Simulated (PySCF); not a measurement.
NICS in rings of unrelated molecules.

Probes without a nucleus sit at each ring's centroid and 1 Å off its mean plane on both sides; NICS is minus the shielding there, NICSzz its component along the normal. Level: GIAO PBE0/pcSseg-1 (PySCF, non-relativistic, gas phase) on the GFN2-xTB geometries, one conformer each. Atom numbers follow the mapped SMILES.

Question: Order these rings by mean NICS(1)zz, lowest (most negative) first (ppm).
A. ring C5–C6–C7 in `[CH3:1]/[C:2](=[N:3]/[NH2:4])[CH:5]1[CH2:6][CH2:7]1`
B. ring Si5–Si6–Si7–Si8 in `[F:1][CH2:2][C@H:3]([SiH3:4])[SiH:5]1[SiH2:6][SiH2:7][SiH2:8]1`
C. ring C3–C4–N5–N6–C7–N8 in `[CH:1]#[C:2][c:3]1[cH:4][n:5][n:6][cH:7][n:8]1`
D. ring N3–C4–C5–C6–N7 in `[CH2:1]=[CH:2][N:3]1[CH2:4][CH2:5][CH2:6][NH:7]1`
E. ring Si3–C4–C5–C6–C7–C8 in `[CH2:1]=[CH:2][SiH:3]1[CH2:4][CH2:5][CH2:6][CH2:7][CH2:8]1`
F. ring C6–C7–C8–C9–C10–C11 in `[CH3:1][S:2](=[O:3])(=[O:4])[O:5][c:6]1[cH:7][cH:8][cH:9][cH:10][cH:11]1`

Answer: F (-28.0), C (-25.7), A (-24.1), D (-6.4), E (3.8), B (5.7).

| SMILES | ring | NICS(0) | NICS(1) | NICS(1)zz | HOMA | rms pucker (Å) | ring atoms with four or more neighbours |
| --- | --- | --- | --- | --- | --- | --- | --- |
| CS(=O)(=O)Oc1ccccc1 | 6-membered carbocycle; formal bonds all aromatic | -10.0 | -11.3 | -28.0 | 1.00 | 0.00 | 0 |
| C#Cc1cnncn1 | 6-membered ring with 3 N; formal bonds all aromatic | -3.6 | -10.7 | -25.7 | 0.97 | 0.00 | 0 |
| C/C(=N/N)C1CC1 | 3-membered carbocycle; formal bonds all single | -43.0 | -8.4 | -24.1 | – | 0.00 | 3 |
| C=CN1CCCN1 | 5-membered ring with 2 N; formal bonds all single | -8.2 | -4.1 | -6.4 | – | 0.16 | 3 |
| C=C[SiH]1CCCCC1 | 6-membered ring with Si; formal bonds all single | -1.7 | -1.9 | 3.8 | – | 0.25 | 6 |
| FC[C@H]([SiH3])[SiH]1[SiH2][SiH2][SiH2]1 | 4-membered ring with 4 Si; formal bonds all single | 2.5 | -0.6 | 5.7 | – | 0.06 | 4 |

NICS(0) gives another order. The isotropic NICS(1) gives the same order. HOMA uses Krygowski's 1993 parameters; it is left out where a ring has a four-coordinate atom, a triple bond, no multiple bond or a kind of bond without parameters. NICS(1) and NICS(1)zz are means over the two faces.
